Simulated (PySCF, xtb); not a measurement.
Sn(H)(OH)(NH2)2 (H₆N₂OSn), SMILES [NH2][SnH]([NH2])[OH]. The values are those of a single conformer.

Harmonic wavenumbers (cm⁻¹) from xtb with GFN2-xTB at its own minimum, in rising order: 114, 121, 144, 154, 166, 209, 428, 481, 495, 501, 533, 701, 711, 756, 794, 809, 1481, 1493, 1653, 3394, 3403, 3424, 3436, 3663.

### Question
What does PBE0-D3(BJ)/def2-SVP (PySCF) give at its own minimum? (Estimate from the structure and the level; the computed values follow.)

### Answer
116, 142, 155, 181, 206, 271, 515, 521, 553, 587, 621, 633, 642, 822, 847, 864, 1534, 1538, 1951, 3557, 3558, 3659, 3660, 3892. Paired by order, the mean absolute difference is 93 cm⁻¹ and the zero-point energies are 41.5 and 44.4 kcal/mol.
